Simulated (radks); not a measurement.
The numbers below are computed, except where a source is named.
Species: the caesium ion Cs4+. Configuration: [Kr] 4d10 5s2 5p3.

Level of theory: Dirac Kohn-Sham, Wu-Cohen GGA, spin-unpolarised, spherical densities, finite nucleus; open shells are shared between the two j in proportion to 2j + 1; Fermi nuclear charge, rms radius 4.8041 fm (a radial shooting solver on a logarithmic mesh with Libxc functionals).

Energy parts (hartree):
part                       energy
total                  -7785.2258
kinetic                 8290.1526
electron-nucleus      -18851.0318
Hartree                 2966.1208
exchange-correlation    -190.4673

Orbitals (lengths in bohr, moments of r in powers of bohr; <r^-3> diverges for s and p1/2; r(90%) holds 90 % of the orbital's charge):
orbital  occ.  eigenvalue (hartree)      <r>  r(90%)      <r^2>  <r^-3>  small-component weight
1s1/2       2             -1315.952  0.02611  0.0470  0.0009254       -                4.12e-02
2s1/2       2             -207.7146   0.1117   0.173    0.01478       -                8.86e-03
2p1/2       2             -195.5529  0.09402   0.154    0.01088       -                8.90e-03
2p3/2       4             -182.6049  0.09992   0.162    0.01216    5925                8.41e-03
3s1/2       2             -44.45589   0.2988   0.439     0.1022       -                2.66e-03
3p1/2       2             -39.36839   0.2887   0.434    0.09689       -                2.60e-03
3p3/2       4             -36.88738   0.3005   0.451     0.1047    1162                2.47e-03
3d3/2       4             -27.93066   0.2714   0.426    0.08710   187.9                2.35e-03
3d5/2       6             -27.40384   0.2751   0.431    0.08936   172.7                2.31e-03
4s1/2       2              -9.67535   0.6941   0.999     0.5440       -                7.91e-04
4p1/2       2              -7.84741   0.7196    1.05     0.5894       -                7.28e-04
4p3/2       4              -7.33849   0.7469    1.09     0.6348   239.0                6.86e-04
4d3/2       4              -4.35995   0.8261    1.25     0.7932   30.93                5.46e-04
4d5/2       6              -4.27500   0.8361    1.26     0.8125   28.17                5.35e-04
4f5/2       0              -1.13868    1.366    2.34      2.378   2.372                2.22e-04
4f7/2       0              -1.13276    1.375    2.35      2.410   2.316                2.19e-04
5s1/2       2              -2.42887    1.637    2.33      2.995       -                1.79e-04
5p1/2       1              -1.92970    1.808    2.59      3.666       -                1.48e-04
5p3/2       2              -1.84929    1.870    2.68      3.918   37.95                1.40e-04
5d3/2       0              -1.14724    2.392    3.48      6.456   3.785                9.00e-05
5d5/2       0              -1.13687    2.413    3.51      6.569   3.478                8.89e-05
6s1/2       0              -0.97612    3.373    4.71      12.64       -                5.73e-05
6p1/2       0              -0.81619    3.755    5.26      15.69       -                4.84e-05
6p3/2       0              -0.79407    3.848    5.38      16.47   10.54                4.67e-05

The highest occupied level is 5p3/2 at -50.322 eV. The density falls to 0.001 e/bohr^3 at r = 3.41 bohr.
